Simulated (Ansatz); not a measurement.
`[F][Ga]([F])[Cl]` and `[F][Ga]([SH])[Cl]` differ in one atom or group.

Ansatz, PBE0-D4/def2-TZVP geometries, multiplicity 1. Each molecule was computed in one conformer, which needn't be the lowest.

Scalar relativity is left out up to krypton.

| property | `[F][Ga]([F])[Cl]` |
| --- | --- |
| size of the dipole moment (B3LYP/def2-TZVPP) / D | 1.04 |
| HOMO–LUMO gap (B3LYP/def2-TZVPP) / eV | 7.27 |
| HOMO energy (B3LYP/def2-TZVPP) / eV | -9.80 |
| HOMO energy (PBE/def2-TZVPP) / eV | -8.58 |
| LUMO energy (B3LYP/def2-TZVPP) / eV | -2.53 |
| HOMO energy (PBE0/def2-TZVPP) / eV | -10.09 |

Q: Give the same properties after the change, and the shifts. (An estimate is asked.)

A: Computed: 
| property | `[F][Ga]([SH])[Cl]` | shift |
| --- | --- | --- |
| size of the dipole moment (B3LYP/def2-TZVPP) / D | 1.61 | 0.57 |
| HOMO–LUMO gap (B3LYP/def2-TZVPP) / eV | 6.29 | -0.98 |
| HOMO energy (B3LYP/def2-TZVPP) / eV | -8.20 | 1.60 |
| HOMO energy (PBE/def2-TZVPP) / eV | -7.20 | 1.38 |
| LUMO energy (B3LYP/def2-TZVPP) / eV | -1.92 | 0.61 |
| HOMO energy (PBE0/def2-TZVPP) / eV | -8.46 | 1.63 |

With PBE0 the HOMO rises by 1.63 eV and the LUMO rises by 0.56 eV, so the gap narrows by about 1.07 eV. PBE moves the HOMO by 1.38 eV and ωB97M-V by 1.74 eV. The zero-point energy changes by 19.6 kJ/mol with +3 modes. Dipoles are sizes alone; their direction can turn.

B3LYP here is the variant with VWN-RPA as its local correlation; programs differ in this.
